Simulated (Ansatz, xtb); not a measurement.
## Two isomers of C3H3BrF2

We compare I, `C=C(Br)C(F)F`, a singlet, with II, `FC(F)=CCBr`, a singlet. Both are isolated molecules in the gas phase, relaxed with B3LYP/def2-SVP; the shapes shown needn't be the lowest conformers.

I (Å):

```xyz
9

C    -1.6603   -0.1996   -0.8156
C    -1.3752   -1.5001   -0.8247
C    -1.1906   -2.3389    0.4199
Br   -1.1717   -2.4934   -2.4363
F    -1.4059   -1.5826    1.5265
F     0.0762   -2.8203    0.4836
H    -1.7721    0.3150    0.1414
H    -1.7881    0.3705   -1.7372
H    -1.8852   -3.1979    0.4416
```

II (Å):

```yaml
atoms:
  - { symbol: C, position_ang: [-2.9506, 0.7417, -1.2588] }
  - { symbol: C, position_ang: [-1.6838, 1.1021, -1.0507] }
  - { symbol: C, position_ang: [-1.0958, 1.2554, 0.3000] }
  - { symbol: Br, position_ang: [-0.8073, 3.1730, 0.7840] }
  - { symbol: F, position_ang: [-3.5007, 0.5983, -2.4441] }
  - { symbol: F, position_ang: [-3.8224, 0.4663, -0.3095] }
  - { symbol: H, position_ang: [-1.0783, 1.3120, -1.9340] }
  - { symbol: H, position_ang: [-1.7378, 0.8512, 1.0900] }
  - { symbol: H, position_ang: [-0.0955, 0.8124, 0.3705] }
```

Problem. Estimate E(II) − E(I) at the level CCSD(T)/def2-SVP + ΔMP2/def2-TZVPP.

Solution. Calculated at CCSD(T)/def2-SVP + ΔMP2/def2-TZVPP: E(II) − E(I) = +2.2 kcal/mol, so structure I lies lower.

How the difference moves with the method:

```csv
level,geometry,E(II) − E(I) (kcal/mol),departure from the last row (kcal/mol),"job, with rough time for the two"
GFN2-xTB,GFN2-xTB,−4.0,−6.2,"optimisation, 0.24 s"
HF/STO-3G,GFN2-xTB,−8.6,−10.8,"single point, 0.68 s"
r2SCAN-D4/def2-SVP,GFN2-xTB,−2.7,−4.9,"single point, 3.8 s"
B3LYP/def2-SVP,B3LYP/def2-SVP,−2.1,−4.3,"optimisation, 65 s"
HF/def2-SVP,B3LYP/def2-SVP,+1.5,−0.7,part of the CCSD(T) run
MP2/def2-SVP,B3LYP/def2-SVP,+0.6,−1.6,part of the CCSD(T) run
CCSD(T)/def2-SVP,B3LYP/def2-SVP,+1.2,−0.9,single point
CCSD(T)/def2-SVP + ΔMP2/def2-TZVPP,B3LYP/def2-SVP,+2.2,,"single point, 65 s"
```

As drawn, both hold the same kinds of bond in the same numbers.

GFN2-xTB, HF/STO-3G, r2SCAN-D4/def2-SVP, B3LYP/def2-SVP put the two in the other order. The largest departure from CCSD(T)/def2-SVP + ΔMP2/def2-TZVPP is that of HF/STO-3G, 10.8 kcal/mol. The last row adds to CCSD(T) the change of the MP2 difference between the two basis sets, here +0.9 kcal/mol.

With thermal terms from frequencies at re-optimised GFN2-xTB minima (ideal gas, soft modes damped towards free rotors, one conformer each, 298.15 K, 1 atm): on the last row, ΔE + ΔZPE = +2.6, ΔH = +2.6, ΔG = +2.3 kcal/mol.

The correlated steps freeze 14 core orbitals; the filled d shell of Br is correlated, in a basis made for valence electrons. Codes used: Ansatz 0.2.0, xtb 6.7.1; the last row on 2 threads of Intel(R) Xeon(R) Processor on a shared host.
